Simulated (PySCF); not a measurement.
**Molecular orbitals of LiGa**

BP86 at R = 2.844 Å; basis Li jorge-DZP-DKH, Ga jorge-DZP-DKH; spin-free X2C with a Gaussian nucleus; PySCF 2.14. State: ¹Σ⁺ (singlet), closed shell. Only the outer orbitals are listed, counted within each symmetry.

```tsv
orbital	occ.	ε (eV)	on Li (%)	main shells (%)
6σ	2	-50.79	100	100 Li s
1δ	2	-18.20	0	100 Ga d
1δ	2	-18.20	0	100 Ga d
3π	2	-18.00	0	100 Ga d
3π	2	-18.00	0	100 Ga d
7σ	2	-17.95	0	100 Ga d
8σ	2	-8.63	9	91 Ga s
9σ	2	-3.09	48	50 Ga p, 45 Li s
4π	0	-2.46	21	79 Ga p, 19 Li p
4π	0	-2.46	21	79 Ga p, 19 Li p
10σ	0	-1.71	75	42 Li s, 33 Li p, 24 Ga p
```

Problem. Which are the highest filled and the lowest empty level, where do they sit, and how wide is the gap?

Solution. Highest filled 9σ at -3.09 eV (in %: 50 Ga p, 45 Li s); lowest empty 4π at -2.46 eV (in %: 79 Ga p, 19 Li p); the gap at BP86 is 0.63 eV.

- bond order (Mayer): 1.16
- ⟨S²⟩: 0.000
- charge on Li (Mulliken, basis-dependent): -0.15
- charge on Li (Löwdin, basis-dependent): -0.30
- dipole moment (positive dipole means Li(−)Ga(+)): -1.16 D

Closed-shell solutions of metal pairs were not tested for spin polarisation, which can lower them a little.
